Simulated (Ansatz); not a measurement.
C2H5BrOSi (`O=C([SiH3])CBr`), 10 atoms. The species carries charge 0 and has multiplicity 1. Correlated methods include outer-core shells of Br, which these sets cover unevenly. Scalar relativity is left out up to krypton. All runs use 4 threads of an Arm Neoverse V1 on a shared host. Correlated methods freeze the cores.

Task: Give the basis size and wall time and peak host memory of each of these runs in Ansatz. RKS PBE0-D4/def2-TZVP frequencies; RKS BLYP-D4/def2-TZVPP energy; RKS ωB97M-V/def2-SVP energy; RKS ωB97M-V/def2-QZVPP energy; RHF-CCSD(T)/def2-TZVPP energy; direct RPA on PBE orbitals/def2-TZVPP energy; RHF-CCSD(T)/def2-SVP energy; RKS PBE0-D4/def2-TZVP relaxation (9 steps); RKS HSE06 (plane-wave form)-D4/def2-TZVPP energy; RHF-MP2/def2-QZVPP energy; RKS PBE0-D4/def2-SVP energy; RKS revPBE-D4/def2-TZVPP energy. (Best estimate.)

Result: The calculation gave: Other jobs shared the machine, so times are rough.

```json
{"level": "RKS PBE0-D4/def2-SVP", "job": "energy", "functions": "117", "wall time": "1.6 s", "peak host memory (GiB)": "0.27"}
{"level": "RKS revPBE-D4/def2-TZVPP", "job": "energy", "functions": "253", "wall time": "2.5 s", "peak host memory (GiB)": "0.36"}
{"level": "RKS BLYP-D4/def2-TZVPP", "job": "energy", "functions": "253", "wall time": "2.6 s", "peak host memory (GiB)": "0.35"}
{"level": "RKS HSE06 (plane-wave form)-D4/def2-TZVPP", "job": "energy", "functions": "253", "wall time": "4.5 s", "peak host memory (GiB)": "0.8"}
{"level": "RKS ωB97M-V/def2-SVP", "job": "energy", "functions": "117", "wall time": "6.5 s", "peak host memory (GiB)": "0.4"}
{"level": "direct RPA on PBE orbitals/def2-TZVPP", "job": "energy", "functions": "253", "wall time": "7.5 s", "peak host memory (GiB)": "0.7"}
{"level": "RHF-CCSD(T)/def2-SVP", "job": "energy", "functions": "117", "wall time": "11 s", "peak host memory (GiB)": "0.62"}
{"level": "RKS ωB97M-V/def2-QZVPP", "job": "energy", "functions": "480", "wall time": "27 s", "peak host memory (GiB)": "2.4"}
{"level": "RHF-MP2/def2-QZVPP", "job": "energy", "functions": "480", "wall time": "32 s", "peak host memory (GiB)": "3.2"}
{"level": "RKS PBE0-D4/def2-TZVP", "job": "relaxation (9 steps)", "functions": "208", "wall time": "44 s", "peak host memory (GiB)": "0.64"}
{"level": "RKS PBE0-D4/def2-TZVP", "job": "frequencies", "functions": "208", "wall time": "3.3 min", "peak host memory (GiB)": "0.64"}
{"level": "RHF-CCSD(T)/def2-TZVPP", "job": "energy", "functions": "253", "wall time": "4.5 min", "peak host memory (GiB)": "5.7"}
```
